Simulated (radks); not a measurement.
Yb8+, configuration [Kr] 4d10 4f9 5s1 5p6 (not the ground configuration). Method: scalar-relativistic Kohn-Sham, PBE, spin-polarised, spherical densities, finite nucleus; open shells are filled with parallel spins first (spin-orbit coupling, left out, can overturn this in heavy ions); Fermi nuclear charge, rms radius 5.3108 fm; computed with a radial shooting solver on a logarithmic mesh with Libxc functionals. Some entries of the table are withheld. Estimate them.

orbital  occ.  eigenvalue (hartree)  <r> (bohr)
1s up       1             -2255.879     0.01966
1s down     1             -2255.873     0.01966
2s up       1             -387.1720     0.08335
2s down     1             -387.1655     0.08335
2p up       3             -341.9694     0.07416
2p down     3             -341.9635     0.07416
3s up       1             -92.07289      0.2168
3s down     1             -91.96107      0.2167
3p up       3             -78.44314      0.2164
3p down     3             -78.33117      0.2162
3d up       5             -61.81502      0.1963
3d down     5             -61.72890      0.1960
4s up       1             -22.92179      0.4840
4s down     1             -22.70561      0.4843
4p up       3             -18.39855      0.5119
4p down     3             -18.18697      0.5122
4d up       5             -12.43799      0.5457
4d down     5             -12.22883      0.5465
5s up       1                   (1)       1.072
5s down     0                   (2)       1.082
4f up       7              -5.80874      0.6150
4f down     2              -5.59955      0.6203
5p up       3                   (3)       1.189
5p down     3                   (4)       1.202

Answer. 
(1) 5s up eigenvalue (hartree): -6.81372
(2) 5s down eigenvalue (hartree): -6.68369
(3) 5p up eigenvalue (hartree): -5.51857
(4) 5p down eigenvalue (hartree): -5.41149
